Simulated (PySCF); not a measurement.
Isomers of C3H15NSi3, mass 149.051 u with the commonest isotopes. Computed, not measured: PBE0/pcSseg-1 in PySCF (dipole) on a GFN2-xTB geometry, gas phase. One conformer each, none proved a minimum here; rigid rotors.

**Question.** Order these by dipole moment, largest first.
A. `[CH3:1][N:2]([CH3:3])[CH2:4][SiH2:5][SiH2:6][SiH3:7]` with C1–N2–C4–Si5 -70°, N2–C4–Si5–Si6 -33°, C4–Si5–Si6–Si7 -6°
B. `[CH3:1][N:2]([CH3:3])[SiH2:4][Si@H:5]([CH3:6])[SiH3:7]` with C1–N2–Si4–Si5 164°, N2–Si4–Si5–C6 -51°
C. `[CH3:1][NH:2][CH2:3][Si@@H:4]([SiH3:5])[SiH2:6][CH3:7]` with C1–N2–C3–Si4 177°, N2–C3–Si4–Si5 -166°, C3–Si4–Si6–C7 -58°

**Answer.** A (1.99 D), C (1.70 D), B (1.53 D).

**Question.** Order these by out-of-plane moment Σ m c² = (Ia + Ib − Ic)/2, largest first.
A. `[CH3:1][N:2]([CH3:3])[CH2:4][SiH2:5][SiH2:6][SiH3:7]` with C1–N2–C4–Si5 -70°, N2–C4–Si5–Si6 -33°, C4–Si5–Si6–Si7 -6°
B. `[CH3:1][N:2]([CH3:3])[SiH2:4][Si@H:5]([CH3:6])[SiH3:7]` with C1–N2–Si4–Si5 164°, N2–Si4–Si5–C6 -51°
C. `[CH3:1][NH:2][CH2:3][Si@@H:4]([SiH3:5])[SiH2:6][CH3:7]` with C1–N2–C3–Si4 177°, N2–C3–Si4–Si5 -166°, C3–Si4–Si6–C7 -58°

**Answer.** C (69.85 u·Å²), A (63.00 u·Å²), B (47.39 u·Å²).

**Question.** Order these by rotational constant B, smallest first.
A. `[CH3:1][NH:2][CH2:3][Si@@H:4]([SiH3:5])[SiH2:6][CH3:7]` with C1–N2–C3–Si4 177°, N2–C3–Si4–Si5 -166°, C3–Si4–Si6–C7 -58°
B. `[CH3:1][N:2]([CH3:3])[CH2:4][SiH2:5][SiH2:6][SiH3:7]` with C1–N2–C4–Si5 -70°, N2–C4–Si5–Si6 -33°, C4–Si5–Si6–Si7 -6°
C. `[CH3:1][N:2]([CH3:3])[SiH2:4][Si@H:5]([CH3:6])[SiH3:7]` with C1–N2–Si4–Si5 164°, N2–Si4–Si5–C6 -51°

**Answer.** C (650.2 MHz), A (927.2 MHz), B (1237 MHz).

| SMILES | point group | Ia (u·Å²) | Ib (u·Å²) | Ic (u·Å²) | κ | μa (D) | μb (D) | μc (D) |
| --- | --- | --- | --- | --- | --- | --- | --- | --- |
| CN(C)[SiH2][Si@H](C)[SiH3] | C1 | 186.19 | 777.24 | 868.64 | -0.94 | 1.22 | 0.92 | 0.04 |
| CN(C)C[SiH2][SiH2][SiH3] | C1 | 342.24 | 408.46 | 624.71 | 0.28 | 1.98 | 0.23 | 0.04 |
| CNC[Si@@H]([SiH3])[SiH2]C | C1 | 372.56 | 545.06 | 777.91 | -0.21 | 1.28 | 1.09 | 0.20 |
